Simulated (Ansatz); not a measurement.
A structure relaxed at PBE0-D4/def2-TZVP, charge 0, multiplicity 1:

Cartesian coordinates in Å:
```
O -1.270 -1.998 -0.463
Al -1.180 -0.678 0.606
Si 0.701 0.905 0.349
O 1.592 0.605 -1.025
H -0.596 -2.175 -1.117
H -2.342 -0.592 1.679
H 0.233 2.328 0.365
H 1.674 0.772 1.469
H 1.188 0.833 -1.862
```

Give its formula and SMILES.

AlH5O2Si, `[OH][AlH][SiH2]O`.

Summarise the bond lengths by kind.

1 × Al–O 1.701 Å; 2 × H–O 0.956 to 0.958 Å; 1 × Al–Si 2.472 Å; 1 × Al–H 1.584 Å; 1 × O–Si 1.665 Å; 2 × H–Si 1.490 to 1.497 Å.

All numbers were calculated with Ansatz.
